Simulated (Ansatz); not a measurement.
## The vertical ionisation energy down a group: C to Sn

One atom is swapped for its congeners: CH3Br (bromomethane) `CBr`; SiH3Br `[SiH3]Br`; GeH3Br `[GeH3][Br]`; SnH3Br `[Br][SnH3]`. All are singlets with charge 0.

Shapes, held fixed at every level: PBE0-D4/def2-TZVP. Programs: Ansatz 0.2.0. Values in eV.

| level | CH3Br | SiH3Br | GeH3Br | SnH3Br |
| --- | --- | --- | --- | --- |
| r2SCAN-D4/def2-TZVPP | 10.56 | 10.80 | 10.58 | 10.35 |
| wB97X-V/def2-TZVPP | 10.64 | 11.02 | 10.75 | 10.57 |
| B2PLYP/def2-TZVPP | 10.59 | 10.94 | 10.68 | 10.48 |
| MP2/def2-TZVPP | 10.69 | 11.14 | 10.83 | 10.63 |
| CCSD/def2-TZVPP | 10.54 | 10.94 | 10.66 | 10.45 |
| CCSD(T)/def2-TZVPP | 10.58 | 10.98 | 10.70 | 10.49 |

At CCSD(T)/def2-TZVPP the vertical ionisation energy isn't monotonic: it is largest for Si and smallest for Sn (10.98 and 10.49 eV). Every level shows the same order. For atoms past krypton def2 sets carry core potentials with scalar relativity. Relativity is left out for Br, Ge unless named. Correlated rows may include outer-core shells of Br, Ge, Sn, which these sets cover unevenly. Spin-orbit splitting of the cation, tenths of an eV on Br, I, Se and Te, is left out.
